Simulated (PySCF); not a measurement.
**RbBi⁻: frontier orbitals**

CAM-B3LYP at R = 3.764 Å; Rb def2-SVPD with ECP28, Bi def2-SVPD with ECP60; scalar-relativistic core potentials (PySCF 2.14). State: ⁴Σ⁻ (quartet), unpaired electrons σ ↑, π ↑↑. Only the outer orbitals are listed, counted within each symmetry, core potentials removing the inner ones.

```tsv
spin	orbital	occ.	ε (eV)	on Rb (%)	main shells (%)
α	3π	1	-15.70	100	100 Rb p
α	3π	1	-15.70	100	100 Rb p
α	5σ	1	-15.56	99	99 Rb p
α	6σ	1	-12.81	1	99 Bi s
α	4π	1	-2.48	5	95 Bi p
α	4π	1	-2.48	5	95 Bi p
α	7σ	1	-2.03	16	85 Bi p, 14 Rb s
α	8σ	1	-0.19	93	68 Rb s, 25 Rb p
α	5π	0	1.69	100	99 Rb p
α	5π	0	1.69	100	99 Rb p
α	9σ	0	1.82	102	97 Rb p
β	3π	1	-15.68	100	100 Rb p
β	3π	1	-15.68	100	100 Rb p
β	5σ	1	-15.52	99	100 Rb p
β	6σ	1	-11.15	0	100 Bi s
β	7σ	1	-1.35	23	78 Bi p, 19 Rb s
β	4π	0	1.65	98	98 Rb p
β	4π	0	1.65	98	98 Rb p
β	8σ	0	1.76	101	98 Rb p
```

Which are the highest filled and the lowest empty level, where do they sit, and how wide is the gap?

Highest filled α 8σ at -0.19 eV (in %: 68 Rb s, 25 Rb p); lowest empty β 4π at 1.65 eV (in %: 98 Rb p); the gap at CAM-B3LYP is 1.84 eV. An empty level above zero is unbound, and its energy depends on the basis.

```json
{
  "bond order (Mayer)": "0.71",
  "⟨S²⟩": "3.759",
  "charge on Rb (Mulliken, basis-dependent)": "-0.41",
  "charge on Rb (Löwdin, basis-dependent)": "-0.49",
  "dipole moment (positive dipole points towards Bi; it is taken about the centre of mass and depends on that origin)": "6.89 D",
  "polarisability along the bond": "676.9 bohr³",
  "polarisability across the bond": "831.6 bohr³"
}
```

Shares are Mulliken populations and can fall outside 0 to 100 %.

Spin–orbit coupling is left out, which matters for elements this heavy, above all for dissociation energies. The state is the lowest determinant that a PBE0 search found; another state may lie lower at other levels.
